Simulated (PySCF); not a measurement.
**Correlation energy of Sn (tin, neutral)**

[Kr] 4d10 5s1 5p3, high-spin 5S determinant (an excited configuration). Calculation: PySCF 2.14, in def2-TZVPPD with the def2 core potential (28 electrons) (7s5p4d2f, 56 functions); a scalar-relativistic core potential. Frozen: nothing; 22 electrons correlated.

MP2 pair energies summed by pair of shells (mhartree):

```json
{"pair": "4d-4d", "energy": "-143.22", "share (%)": "51.9"}
{"pair": "4d-5p", "energy": "-41.08", "share (%)": "14.9"}
{"pair": "4p-4d", "energy": "-32.64", "share (%)": "11.8"}
{"pair": "4d-5s", "energy": "-14.40", "share (%)": "5.2"}
{"pair": "5p-5p", "energy": "-12.24", "share (%)": "4.4"}
{"pair": "4p-4p", "energy": "-9.81", "share (%)": "3.6"}
{"pair": "4s-4d", "energy": "-8.84", "share (%)": "3.2"}
{"pair": "4s-4p", "energy": "-4.21", "share (%)": "1.5"}
{"pair": "5s-5p", "energy": "-3.13", "share (%)": "1.1"}
{"pair": "4p-5p", "energy": "-2.81", "share (%)": "1.0"}
{"pair": "4p-5s", "energy": "-2.01", "share (%)": "0.7"}
{"pair": "4s-4s", "energy": "-0.99", "share (%)": "0.4"}
{"pair": "4s-5p", "energy": "-0.23", "share (%)": "0.1"}
{"pair": "4s-5s", "energy": "-0.20", "share (%)": "0.1"}
```

Total MP2 correlation energy: -275.80 mhartree.

Same-spin part -113.80 and opposite-spin part -162.00 mhartree; SCS-MP2 scales them by 1/3 and 6/5 to -232.33 mhartree.

The basis has no tight functions for the innermost shells, so their pair energies are far from complete.

This basis was not built for core-valence correlation, so the inner-shell part is incomplete.
